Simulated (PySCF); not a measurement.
1-cyclohexenyl acetate, C8H12O2.
Numbering: `[CH3:1][C:2](=[O:3])[O:4][C:5]1=[CH:6][CH2:7][CH2:8][CH2:9][CH2:10]1` (hydrogens: H11, H12, H13 on C1; H14 on C6; H15, H16 on C7; H17, H18 on C8; H19, H20 on C9; H21, H22 on C10)

Method: PySCF, PBE0-D3(BJ)/def2-SVP geometry optimisation, gas phase; density fitting, grid level 1; the optimiser is geomeTRIC in internal coordinates, started from a GFN2-xTB structure with every atom displaced at random (about 0.01 Å).

Step 2: E = -12562.9809 eV
```
atom  x, y, z in Å  |  force x, y, z in eV/Å
C1      3.7790   -0.4162    0.4555    0.172   0.001  -0.018
C2      2.4189    0.1615    0.6975   -0.225  -0.200  -0.166
O3      2.1313    0.9247    1.5741    0.131   0.025   0.061
O4      1.5429   -0.3345   -0.2156    0.198  -0.129   0.068
C5      0.1933   -0.0397   -0.2133    0.091   0.250   0.009
C6     -0.2971    1.1273    0.2157   -0.343   0.071  -0.016
C7     -1.7729    1.3990    0.2275   -0.026  -0.044   0.085
C8     -2.5959    0.1260    0.0569    0.041   0.003  -0.028
C9     -2.0481   -0.7144   -1.0905   -0.001   0.065   0.028
C10    -0.6184   -1.1543   -0.7983    0.138   0.023   0.015
H11     4.5263    0.2025    0.9663    0.014  -0.020  -0.012
H12     3.8288   -1.4384    0.8644   -0.056   0.033  -0.013
H13     3.9931   -0.4800   -0.6209   -0.015   0.009   0.047
H14     0.3751    1.8893    0.6111   -0.066  -0.046  -0.060
H15    -2.0330    2.1304   -0.5615    0.035  -0.012  -0.010
H16    -2.0329    1.8943    1.1783   -0.029   0.011  -0.008
H17    -2.5418   -0.4647    0.9883   -0.038   0.012   0.009
H18    -3.6566    0.3730   -0.1059    0.001  -0.008  -0.003
H19    -2.6846   -1.5915   -1.2842    0.012  -0.005   0.015
H20    -2.0590   -0.1067   -2.0124    0.003  -0.022  -0.011
H21    -0.1175   -1.5023   -1.7173    0.011  -0.017   0.010
H22    -0.5923   -2.0132   -0.1019   -0.048   0.003  -0.001
```

Step 3: E = -12562.9779 eV
```
atom  x, y, z in Å  |  force x, y, z in eV/Å
C1      3.7937   -0.4717    0.4094    0.078   0.113  -0.383
C2      2.4738    0.1837    0.6872    0.263  -0.164  -0.082
O3      2.2755    0.9607    1.5740   -0.331   0.198   0.058
O4      1.5544   -0.2799   -0.1901   -0.233   0.181   0.241
C5      0.1994    0.0143   -0.1486   -0.248   0.049  -0.227
C6     -0.3616    1.1571    0.2699    0.313   0.005   0.081
C7     -1.8415    1.4050    0.2263    0.019  -0.170   0.095
C8     -2.6294    0.1165    0.0265   -0.072   0.027  -0.049
C9     -2.0102   -0.7176   -1.0867    0.040   0.011  -0.034
C10    -0.5781   -1.1186   -0.7419    0.001  -0.018  -0.173
H11     4.6009    0.0879    0.8957   -0.028   0.011   0.001
H12     3.7618   -1.4852    0.8242    0.049  -0.204   0.021
H13     3.9679   -0.5527   -0.6800   -0.012  -0.015   0.284
H14     0.2714    1.9367    0.6859    0.118   0.111   0.009
H15    -2.0747    2.1302   -0.5774    0.040  -0.035  -0.004
H16    -2.1517    1.9001    1.1616    0.002   0.010  -0.001
H17    -2.6103   -0.4634    0.9642   -0.017  -0.030   0.042
H18    -3.6894    0.3375   -0.1861    0.076  -0.010  -0.009
H19    -2.6139   -1.6145   -1.2965    0.013   0.005   0.016
H20    -2.0015   -0.1208   -2.0172   -0.001  -0.033   0.030
H21    -0.0435   -1.4608   -1.6457   -0.027  -0.023   0.057
H22    -0.5540   -1.9723   -0.0409   -0.042  -0.019   0.026
```

Step 4: E = -12562.9983 eV
```
atom  x, y, z in Å  |  force x, y, z in eV/Å
C1      3.7876   -0.4597    0.4262    0.005   0.056   0.055
C2      2.4507    0.1697    0.6975   -0.106  -0.025  -0.136
O3      2.2017    0.9460    1.5747    0.081   0.018   0.042
O4      1.5470   -0.2955   -0.1973   -0.001   0.008   0.024
C5      0.1968    0.0108   -0.1813   -0.013  -0.008  -0.047
C6     -0.3356    1.1625    0.2443    0.042  -0.048   0.036
C7     -1.8174    1.3999    0.2314   -0.006  -0.001   0.024
C8     -2.6136    0.1149    0.0409    0.019   0.002  -0.007
C9     -2.0208   -0.7163   -1.0886    0.000   0.006  -0.012
C10    -0.5886   -1.1226   -0.7660    0.009  -0.001  -0.026
H11     4.5738    0.1185    0.9248    0.001  -0.002   0.009
H12     3.7877   -1.4836    0.8297    0.001  -0.021  -0.002
H13     3.9772   -0.5287   -0.6535   -0.016   0.011   0.019
H14     0.3119    1.9437    0.6410    0.010   0.001  -0.003
H15    -2.0656    2.1228   -0.5689   -0.002   0.007  -0.005
H16    -2.1113    1.8964    1.1716   -0.001   0.001  -0.004
H17    -2.5800   -0.4707    0.9764   -0.016  -0.012  -0.001
H18    -3.6738    0.3413   -0.1527    0.008   0.015  -0.003
H19    -2.6320   -1.6101   -1.2872    0.004  -0.005   0.002
H20    -2.0252   -0.1193   -2.0174   -0.016   0.002   0.004
H21    -0.0654   -1.4740   -1.6712    0.003  -0.010   0.017
H22    -0.5665   -1.9738   -0.0604   -0.006   0.008   0.015
```

**Question.** Estimate the geometry and energy of step 5. (The exact step hangs on the optimiser's Hessian estimate; all steps are aligned on step 4, rigid shifts and turns removed.)

**Answer.** E = -12562.9984 eV, largest force 0.153 eV/Å
```
atom  x, y, z in Å  |  force x, y, z in eV/Å
C1      3.7902   -0.4467    0.4410   -0.040  -0.075  -0.038
C2      2.4434    0.1734    0.6777    0.097  -0.026   0.028
O3      2.2064    0.9630    1.5471   -0.131   0.047  -0.013
O4      1.5426   -0.3086   -0.2111    0.133  -0.007   0.074
C5      0.1931   -0.0039   -0.1962    0.032   0.040   0.005
C6     -0.3250    1.1485    0.2418   -0.079  -0.004   0.021
C7     -1.8052    1.3947    0.2408   -0.003   0.018  -0.002
C8     -2.6114    0.1168    0.0441    0.023  -0.010   0.010
C9     -2.0316   -0.7135   -1.0931   -0.001   0.009  -0.002
C10    -0.6008   -1.1318   -0.7796    0.022   0.007   0.011
H11     4.5614    0.1483    0.9433   -0.024   0.003   0.002
H12     3.7963   -1.4658    0.8596   -0.007   0.015  -0.017
H13     3.9969   -0.5298   -0.6326    0.028  -0.012  -0.057
H14     0.3323    1.9229    0.6365   -0.017  -0.019  -0.009
H15    -2.0528    2.1245   -0.5536   -0.006   0.009   0.001
H16    -2.0912    1.8872    1.1855   -0.001  -0.004  -0.001
H17    -2.5804   -0.4765    0.9753   -0.013   0.000  -0.008
H18    -3.6696    0.3549   -0.1436   -0.010   0.008  -0.006
H19    -2.6506   -1.6021   -1.2907    0.003  -0.005   0.000
H20    -2.0387   -0.1128   -2.0193   -0.008   0.005  -0.004
H21    -0.0833   -1.4877   -1.6857    0.005  -0.009  -0.001
H22    -0.5831   -1.9827   -0.0732   -0.004   0.010   0.006
```

The energy changes by -0.0001 eV. The first-order estimate −F·Δx gives -0.0063 eV and the mean of the old and new forces, exact on a quadratic surface, +0.0001 eV. The step makes an angle of 76° with the force vector and moves no atom by more than 0.037 Å.

What follows is the cost of the whole optimisation. Time: 10 min wall; peak memory 0.88 GiB. Hardware: one thread of an Arm Neoverse N1, shared host.
